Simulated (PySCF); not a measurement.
# Bond curve of Te₂

Set-up: Te def2-SVP with ECP28; scalar-relativistic core potentials (PySCF 2.14). Energies in eV from Te + Te in their ground configurations at the same level. State: ³Σg⁻ (triplet), unpaired electrons π ↑↑.

All columns are PBE0.

| R (Å) | E (eV) | HOMO (eV) | LUMO (eV) | Mayer bond order | ⟨S²⟩ |
| --- | --- | --- | --- | --- | --- |
| 2.210 | -1.291 | -5.76 | -3.05 | 2.04 | 2.01 |
| 2.313 | -2.242 | -5.94 | -3.25 | 2.03 | 2.01 |
| 2.416 | -2.750 | -6.11 | -3.44 | 2.03 | 2.01 |
| 2.493 | -2.923 | -6.23 | -3.57 | 2.03 | 2.01 |
| 2.570 | -2.968 | -6.34 | -3.70 | 2.02 | 2.01 |
| 2.647 | -2.917 | -6.44 | -3.82 | 2.02 | 2.01 |
| 2.750 | -2.744 | -6.57 | -3.97 | 2.02 | 2.01 |
| 2.878 | -2.421 | -6.70 | -4.13 | 2.02 | 2.01 |
| 3.033 | -1.952 | -6.60 | -4.31 | 2.02 | 2.00 |
| 3.238 | -1.291 | -6.42 | -4.49 | 2.01 | 2.00 |

Spin–orbit coupling is left out, which matters for elements this heavy, above all for dissociation energies. The state was picked by a PBE0 search and need not be the measured ground state.
